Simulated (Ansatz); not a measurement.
Consider the ligand exchange at the Si–O bond: `[SiH3]O[SiH2]O[SiH3]` + HBr → `[SiH3]O[SiH2]Br` + `O[SiH3]`.

Gas-phase electronic energies from Ansatz, PBE0-D4/def2-TZVP geometries. CBS: MP2 limit from def2 TZ/QZ plus the TZ coupled-cluster correction, frozen cores. Functionals use def2-TZVPP. HSE06 is defined as in plane-wave codes. For Br outer-core shells are correlated without core-valence functions, which leaves a few kJ/mol of doubt a bond. Scalar relativity is left out up to krypton. Each species was taken in one conformer, which may not be the lowest.

```csv
level,ΔE (kJ/mol),difference from CCSD(T)/CBS
revPBE-D4,16.8,-8.0
PBE0-D4,18.5,-6.3
r2SCAN0-D4,23.8,-1.0
HSE06-D4,18.0,-6.8
ωB97M-V,24.5,-0.3
PBE-QIDH,21.0,-3.8
revPBE,10.7,-14.1
BLYP,24.4,-0.4
PBE0,16.0,-8.8
r2SCAN0,22.3,-2.5
RPA@PBE/def2-TZVPP,33.1,8.3
HF/def2-TZVPP,35.6,10.8
HF/def2-QZVPP,38.0,13.2
HF/CBS(def2),38.3,13.5
MP2/CBS(def2),19.7,-5.1
CCSD/CBS(def2),26.4,1.6
CCSD(T)/CBS,24.8,0
```

Largest T1 diagnostic among the species: 0.012.

From BLYP to BHLYP (50 % exact exchange), in def2-TZVPP and without D4, ΔE moves by +7.0 kJ/mol. Leaving LDA and LC-ωPBE aside and taking each functional with its dispersion term where it has one, the values, not all of them listed here, spread over 19.4 kJ/mol, from PBE-D4 to CAM-B3LYP-D4. LDA lies +6.7 kJ/mol from PBE without D4.
